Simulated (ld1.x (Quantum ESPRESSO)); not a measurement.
u(r) = r·R(r): atom against pseudo-atom (gallium (Ga))

Columns: radius, all-electron u(r) and pseudo u(r) of the 4s shell (level -26.03 eV) of gallium in the configuration [Ne] 3s2 3p6 3d10 4s1 4p0; PBEsol, scalar-relativistic, PAW scheme, ld1.x (Quantum ESPRESSO) 7.5.

| r (bohr) | all-electron | pseudo |
| --- | --- | --- |
| 0.068 | -0.0250 | 0.2633 |
| 0.135 | -0.2188 | 0.4994 |
| 0.202 | -0.1530 | 0.6921 |
| 0.270 | 0.0311 | 0.8278 |
| 0.338 | 0.2072 | 0.8947 |
| 0.405 | 0.3200 | 0.8926 |
| 0.473 | 0.3638 | 0.8277 |
| 0.540 | 0.3476 | 0.7137 |
| 0.608 | 0.2875 | 0.5630 |
| 0.675 | 0.2003 | 0.3961 |
| 0.742 | 0.0980 | 0.2259 |
| 0.810 | -0.0121 | 0.0619 |
| 0.878 | -0.1217 | -0.0854 |
| 0.945 | -0.2250 | -0.2109 |
| 1.013 | -0.3222 | -0.3188 |
| 1.080 | -0.4089 | -0.4088 |
| 1.148 | -0.4869 | -0.4870 |
| 1.215 | -0.5536 | -0.5536 |
| 1.283 | -0.6113 | -0.6113 |
| 1.350 | -0.6586 | -0.6586 |
| 1.418 | -0.6976 | -0.6976 |
| 1.485 | -0.7277 | -0.7277 |
| 1.553 | -0.7506 | -0.7506 |
| 1.620 | -0.7663 | -0.7663 |
| 1.688 | -0.7759 | -0.7759 |
| 1.755 | -0.7799 | -0.7799 |

(1) How many radial nodes do the two functions have?

(2) At about which radius was the pseudo-wave matched?

(3) Is the pseudo-wave norm-conserving?

Answers

(1) The all-electron 4s function has n − l − 1 = 3 (the table is too coarse to show those close to the nucleus); the pseudo-wave has 1, since 1 lower shell of the same l stays in the valence.

(2) 1.20 bohr. The columns agree to 0.0005 from 1.08 bohr on; several derivatives are matched, so the curves merge somewhat inside the radius.

(3) No, it belongs to a PAW set: the norm inside the radius is not constrained, and the difference is carried by the augmentation charge.
